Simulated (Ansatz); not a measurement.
`CO[Si]C` + H₂ → `C[SiH]` + CH₃OH at 400 K and 1 bar (hydrogenolysis of the Si–O bond).

Program: Ansatz. Geometries: PBE0-D4/def2-TZVP. ΔE: electronic, gas phase. CCSD(T)/CBS adds triple-zeta CCSD(T) − MP2 to the extrapolated MP2 energy (def2 sets, frozen cores). This one scheme is used for every species. Each species was taken in one conformer, which may not be the lowest.

| species | CCSD(T)/CBS energy (Eh) | H − E (kJ/mol) | S (J/(mol·K)) |
| --- | --- | --- | --- |
| `CO[Si]C` | -443.95718 | 234.1 | 358.7 |
| H₂ | -1.17544 | 38.0 | 139.0 |
| `C[SiH]` | -329.46712 | 128.7 | 279.3 |
| CH₃OH | -115.61712 | 151.2 | 252.6 |

H − E and S are ideal-gas, rigid-rotor, harmonic terms from PBE0-D4/def2-TZVP, for one conformer and one mirror image of each species. The MP2-based limit puts H₂ 0.8 mEh under its directly extrapolated value; such offsets cancel only in part. 1 Eh = 2625.50 kJ/mol, R = 8.31446 J/(mol·K).

By hand: ΔE, ΔH, ΔS and ΔG.

ΔE = (-329.46712) + (-115.61712) − (-443.95718) − (-1.17544) = 0.04838 Eh = 127.0 kJ/mol. Δ(H − E) = 128.7 + 151.2 − 234.1 − 38.0 = 7.8, so ΔH = 134.8 kJ/mol. ΔS = 279.3 + 252.6 − 358.7 − 139.0 = 34.2 J/(mol·K). ΔG = 134.8 − 400 × (34.2)/1000 = 121.1 kJ/mol.

By hand: the equilibrium constant, and the temperature at which ΔG would vanish if ΔH and ΔS stayed fixed.

log₁₀ K = −ΔG/(RT ln 10) = -15.8. ΔG = 0 at ΔH/ΔS = 3942 K, far beyond where these terms or the molecules hold.

ΔH outweighs TΔS. A doubt of 5 kJ/mol in ΔE shifts log₁₀ K by 0.7 here. Other conformers and mirror images would add mixing entropy, several J/(mol·K) or more a flexible species. Modes under 60 cm⁻¹, often nearly free rotors, make the harmonic entropy too high. These are equilibria of isolated gas molecules and say nothing of rates. Largest T1 diagnostic: 0.014 (customary marks: 0.02 for closed shells, 0.045 for open ones).
